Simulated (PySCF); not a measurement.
Q: Give a PBE0-D3(BJ)/def2-SVP geometry of InChI=1S/C8H6/c1-2-4-7(3-1)8-5-6-8/h1-6H.

A: 
```xyz
14
C8H6 angstrom
C     -1.311   -0.361    1.157
C     -0.329   -0.943    0.406
C      0.056    0.011   -0.621
C      0.999   -0.173   -1.575
C      1.999   -0.952   -2.223
C      1.755    0.263   -2.699
C     -0.761    1.199   -0.434
C     -1.578    0.967    0.636
H     -1.818   -0.812    2.011
H      0.102   -1.936    0.534
H      2.568   -1.877   -2.291
H      1.982    1.033   -3.434
H     -0.711    2.098   -1.048
H     -2.316    1.661    1.041
```

Any rigid rotation of these coordinates is as good. Atoms count from 1 in this order. The 9 C–C bonds span 1.328 Å (C5=C6, drawn double) to 1.454 Å (C2–C3, drawn single), a spread of 0.126 Å. The 8 heavy atoms lie in one plane (0.000 Å rms). The 5-membered ring C1–C2–C3–C7–C8 has internal angles of 107.3° to 109.0° (sum 540°, against 540° for a flat polygon); it is planar, 0.00 Å rms from its mean plane, widest ring torsion 0°. The 3-membered ring C4–C5–C6 has internal angles of 55.6° to 62.2°.

Bonds between heavy atoms (Å): C1=C2 1.366, C2–C3 1.454, C3=C4 1.354, C4–C5 1.423, C5=C6 1.328, C3–C7 1.454, C7=C8 1.366, C1–C8 1.451, C4–C6 1.423.

Computed, not measured: PBE0-D3(BJ)/def2-SVP geometry optimisation, gas phase in PySCF.

Point group: C2v (tolerance 0.08 Å). PBE0-D3(BJ)/def2-SVP frequencies: not computed here.

The run took 37 s on one thread, Intel Xeon Platinum 8488C (x86_64), no GPU (shared host), and the process peaked at 0.71 GiB of memory. That covers the optimisation of the geometry.
